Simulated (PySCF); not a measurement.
HSi(OH) + 2 Cl₂ → SiOCl₂ + 2 HCl

Level: PBE0 in the def2-TZVP basis family, all electrons, no relativity, computed in PySCF with density fitting; open shells unrestricted.

```csv
species,state and structure,E (Eh),ZPE (kJ/mol),H(298 K) − H(0) (kJ/mol),S° (J/(mol K))
HSi(OH),"singlet, Cs, O–H 0.960 Å, Si–H 1.548 Å, Si–O 1.653 Å; H–O–Si 118.9°, H–Si–O 97.8°",-365.73997,54.0,10.8,242.4
Cl₂,"singlet, D∞h, Cl–Cl 1.982 Å",-920.08940,3.5,9.1,222.5
SiOCl₂,"singlet, C2v, Si–Cl 2.006 Å (×2), Si–O 1.506 Å; Cl–Si–Cl 108.6°, Cl–Si–O 125.7° (×2)",-1284.79185,19.2,14.7,301.3
HCl,"singlet, C∞v, H–Cl 1.279 Å",-460.66440,17.9,8.7,186.6
```

Question: What is the electronic reaction energy?

Answer: At PBE0/def2-TZVP, ΔE = -530.0 kJ/mol from the differences of the total energies times 2625.5, downhill. 

Question: Add zero-point, thermal and entropy terms for 298.15 K and 1 bar.

Answer: ΔZPE = -6.0 and Δ[H(298) − H(0)] = 3.1 kJ/mol give ΔH° = -532.9 kJ/mol. ΔS° = -12.9 J/(mol K), so ΔG° = -532.9 − 298.15 × (-0.0129) = -529 kJ/mol.

Each species is the lowest minimum found with this bonding; other isomers or fragments can lie lower.
